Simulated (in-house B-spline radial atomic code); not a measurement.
Binding energies in Pd⁶⁺

NIST's tabulated ground configuration is [Kr] 4d4; each binding energy is the energy of the ion with one electron taken from that subshell, relaxed, less that of the parent. Level of theory: Dirac-Hartree-Fock, average of configuration, Fermi nucleus of rms radius 4.5318 fm; calculated with a B-spline radial code for spherical atoms. Energies include first-order Breit, QED and recoil terms.

```csv
subshell,X-ray name,binding energy (eV),-ε (eV),relaxation (eV)
1s,K,24464.8,24595.3,57.3
2s,L1,3726.7,3762.0,28.0
2p1/2,L2,3447.6,3485.8,31.2
3s,M1,787,797.3,9.1
3p1/2,M2,676.5,687.0,9.5
3p3/2,M3,648.4,658.1,9.1
4s,N1,198.6,200.4,1.6
4p1/2,N2,160.2,161.8,1.5
4p3/2,N3,155.2,156.7,1.4
4d,"N4,5",99.66,100.58,0.93
```

Relaxation = -ε minus the binding energy without Breit, QED and recoil terms.

Emission lines follow as differences of binding energies, with λ = 12398.42 eV·Å / E:

| line | holes | energy (eV) | wavelength (Å) |
| --- | --- | --- | --- |
| K-L2 | 1s → 2p1/2 | 21017.2 | 0.58992 |
| K-M3 | 1s → 3p3/2 | 23816.4 | 0.52058 |
| L1-M3 | 2s → 3p3/2 | 3078.3 | 4.0277 |

Task: What does it cost to remove both a 2s and a 4p3/2 electron?

Result: 3908.5 eV, which is 26.54 eV more than the two single binding energies together.

Task: What does it cost to remove both a 3s and a 4p1/2 electron?

Result: 972.98 eV, which is 25.77 eV more than the two single binding energies together.

Task: What does it cost to remove both a 1s and a 4d electron?

Result: 24588 eV, which is 23.92 eV more than the two single binding energies together.
